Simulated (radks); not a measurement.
Results of a calculation; reference values are marked as such.
Task: The boron ion B2+, [He] 2s1. Code: a radial shooting solver on a logarithmic mesh with Libxc functionals. Model: non-relativistic Kohn-Sham, exchange-only B88, spin-polarised, spherical densities, point nucleus. Every spin shell is full or empty, so the densities are truly spherical. Functionals are evaluated on that one density, not self-consistently. Rank these exchange functionals by their error against the exact value of the orbitals, and give that value: LDA, B88, PBE, PBEsol, revPBE, RPBE, PW91, PW86, OPTX, SOGGA, G96, TPSS, Tao-Mo, MVS.

Result: Exact: -3.22077 hartree. From best to worst, with 100 (|E| - |E exact|)/|E exact| (equal figures are ties): revPBE +0.08, G96 -0.09, OPTX -0.11, MVS -0.17, B88 -0.27, RPBE +0.37, TPSS +0.38, PW86 +0.49, Tao-Mo +0.52, PW91 -0.93, PBE -1.25, PBEsol -5.58, SOGGA -5.76, LDA -13.35.
